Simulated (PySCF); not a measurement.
A structure optimised at B3LYP-D3(BJ)/def2-SVP, used in a PySCF frequency run:

```
Si
F 1 1.6068
Cl 1 2.0378 2 108.29
Cl 1 2.0378 2 108.29 3 -120.00
Cl 1 2.0378 2 108.29 3 120.00
```

Q: Write its SMILES, formula and point group.

A: F[Si](Cl)(Cl)Cl, Cl₃FSi, C3v

Q: What are its rotational constants (standard atomic weights)?

A: 1.7893, 1.7893, 1.2694 GHz
